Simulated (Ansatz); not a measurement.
AgI₂. Total charge 0; quartet. Geometry PBE0-D4/def2-TZVP; atoms count from 1.

```
atom   x (Å)   y (Å)   z (Å)
 Ag1  -0.012   0.000   0.021
  I2  -2.994  -0.873  -1.691
  I3   3.005   0.873   1.669
```

In the def2 sets Ag, I take a core potential; there is no spin–orbit coupling. At PBE0-D4/def2-TZVP a doublet of charge 0 lies 3.77 eV below the quartet, each at its own geometry. The structure comes from a short search, and lower isomers may exist.

(1) Estimate the Mulliken populations from the PBE0/def2-TZVP orbitals of Ansatz.

(2) Where does the spin sit?

Answers

(1) 
| atom | charge (e) | spin (α − β) | d electrons |
| --- | --- | --- | --- |
| Ag1 | -0.08 | 0.97 | 9.99 |
| I2 | 0.04 | 1.02 | – |
| I3 | 0.04 | 1.02 | – |
Mulliken values depend strongly on the basis.

(2) Summed by element: Ag 0.97, I 2.03, of 3 unpaired in all. Largest on single atoms: I3 1.02, I2 1.02, Ag1 0.97.
